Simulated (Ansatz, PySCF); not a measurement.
Gas-phase reaction in SMILES: F[C](F)F -> F[C]F + F atom (the C-F bond at the site shown breaks; other sites are not compared here)
Each molecule is optimised on its own at B3LYP-D3(BJ)/def2-TZVP (Ansatz, a program for electronic structure). Unstable Hartree-Fock reference: F[C]F.

Property: bond dissociation energy (enthalpy at 298 K, with B3LYP-D3(BJ) rigid-rotor harmonic-oscillator terms from PySCF), in kcal/mol. Valence correlation only, unless marked. Open shells are spin-unrestricted. No spin-orbit coupling. Non-relativistic. FCI takes restricted orbitals. Basis-set limits of correlation are two-point, X^-3; Hartree-Fock from the larger set. The bracket is a focal-point correction in the basis named.

| level | program | bond dissociation energy (kcal/mol) |
|---|---|---|
| HF/cc-pwCVTZ | Ansatz | 63.1 |

### Question
Predict the RI-MP2/CBS(aug-cc-pVTZ,aug-cc-pVQZ)+[CCSD(T)-MP2]/aug-cc-pVTZ result (Ansatz).

### Answer
84.8 kcal/mol
